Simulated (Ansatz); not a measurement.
The cluster Li5H4⁺, relaxed as a singlet with RKS PBE0-D4/def2-TZVP in Ansatz, starting from the GFN1-xTB geometry. Force threshold 0.02 eV/Å.

The structure comes from a short search, and lower isomers may exist.

Start:

```xyz
9

Li   -1.3307    0.3422    0.0157
Li    0.7644   -0.3764    1.3309
Li   -0.9191   -2.0398   -0.1484
Li    1.0992    1.9106    0.1727
Li    0.7684   -0.1152   -1.3669
H    -0.8109   -0.9942    1.2679
H    -0.5570    1.8503    0.0887
H     1.7681    0.2376    0.0397
H    -0.7825   -0.8152   -1.4003
```

| step | energy (eV) | largest force component (eV/Å) | SCF passes |
| --- | --- | --- | --- |
| 1 | -1081.9621 | 0.593 | 18 |
| 2 | -1082.2132 | 0.271 | 22 |
| 3 | -1082.2508 | 0.110 | 20 |
| 4 | -1082.2859 | 0.120 | 22 |
| 5 | -1082.3187 | 0.144 | 22 |
| 6 | -1082.3393 | 0.143 | 20 |
| 7 | -1082.3898 | 0.108 | 19 |
| 8 | -1082.4049 | 0.101 | 19 |
| 9 | -1082.4098 | 0.031 | 20 |
| 10 | -1082.4106 | 0.006 | 19 |

Force components are those of the run's own axes.

End:

```xyz
9

Li   -1.4359    0.3772    0.0078
Li    0.9799   -0.6591    1.5020
Li   -1.0482   -2.1314   -0.1360
Li    1.1415    2.0688    0.2790
Li    0.5535    0.2166   -1.3607
H    -0.7144   -1.0235    1.2286
H    -0.3148    1.6432   -0.5209
H     1.6910    0.3659    0.2683
H    -0.8525   -0.8577   -1.2681
```

Bonds formed: Li5–H7 (atoms count from 1). The end is the same structure that another start reached.

No frequencies were taken in this run, so the end may be a saddle point.

Run time 9 s (4 threads of Arm Neoverse V1 on a shared host).
